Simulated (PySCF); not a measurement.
# ¹⁹F chemical shifts

Theory: coordinates at the GFN2-xTB level, shieldings: GIAO PBE0/pcSseg-1, in PySCF (no relativistic terms, a single conformation, rapidly exchanging positions averaged, no solvent).

Shieldings were converted by a linear fit to measured shifts: ¹⁹F: δ = 146.13 − 0.903σ +14.6 on sp3 carbon (rms 6.0 ppm, 223 shifts, 7.0 ppm with the 5 outliers that the fit left out vs CFCl3, solution or neat liquid). Occasional misses reach two or three times the rms, and more in compound classes unlike the fitted ones.

(1) Give the ¹⁹F shifts of `FC(=C=PCCP)C(F)(F)F`, `C=C(C)[SiH2][C@H](F)CO`.

(2) Order these by ¹⁹F shift, lowest first.
A. NC(=O)C(F)(F)F
B. Cn1ccc(SCF)n1
C. CCO/C([SiH3])=C\CF
D. FC(F)(F)[Si@H]([SiH3])C[SiH3]
E. FC(F)(F)S

## Answers

(1) 
```json
{"compound": "[F:1][C:2](=[C:3]=[P:4][CH2:5][CH2:6][PH2:7])[C:8]([F:9])([F:10])[F:11]", "environment": "F9/10/11: fluorine of a CF3 group (×3)", "δ (ppm)": "-67.0"}
{"compound": "[F:1][C:2](=[C:3]=[P:4][CH2:5][CH2:6][PH2:7])[C:8]([F:9])([F:10])[F:11]", "environment": "F1: vinylic fluorine", "δ (ppm)": "-140.5"}
{"compound": "C=C(C)[SiH2][C@H](F)CO", "environment": "fluorine on an sp3 carbon", "δ (ppm)": "-228.2"}
```

(2) C (-224.5 ppm, fluorine on an sp3 carbon), B (-188.1 ppm, fluorine on an sp3 carbon), A (-75.1 ppm, fluorine of a CF3 group), D (-55.8 ppm, fluorine of a CF3 group), E (-33.8 ppm, fluorine of an SCF3 group).
